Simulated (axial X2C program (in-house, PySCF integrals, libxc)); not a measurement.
**GeO: properties at the nuclei**

Calculated with an axial X2C code built on PySCF integrals: two-component X2C with atomic mean-field Coulomb and Gaunt terms, Gaussian nuclei, basis Ge dyall-cv3z, O dyall-av3z with contracted cores.

R = 1.618 Å (near the PBE0 minimum at charge 0 of the determinant lowest at the starting distance; the state shown can have its own minimum elsewhere).

Determinant lowest in the PBE0 search, Ω = 0 (closed shell), highest spinor 47% O p, 28% Ge p, 18% Ge s:

```tsv
level	qzz Ge (a.u.)	qzz O (a.u.)	μ (D)
PBE0	-4.99	-0.35	-3.46
HF	-5.88	-0.29	-4.23
PBE	-4.63	-0.37	-3.14
BHandHLYP	-5.29	-0.36	-3.84
TPSSh	-4.79	-0.38	-3.26
```

qzz is the electric field gradient, eQq0 = 234.96 MHz × Q/barn × qzz; μ is positive if the O end (last atom) is positive. The operators were transformed with the bare-nucleus X2C matrices; with these basis sets, hyperfine constants and field gradients can be off by tens of per cent, and where levels differ in sign neither size nor sign is settled.

(1) With Q(73Ge) = -0.196 barn, Q(17O) = -0.02558 barn (Q from Pyykkö, Mol. Phys. 2018), turn the PBE0 values of the first state into constants in MHz.

Each state is one determinant with collinear spin. The search compared states at one distance, so a state with another bond length can lie lower.

Answers

(1) eQq0(73Ge) = 234.96 × (-0.196) × (-4.99) = 230 MHz; eQq0(17O) = 234.96 × (-0.02558) × (-0.35) = 2.1 MHz.
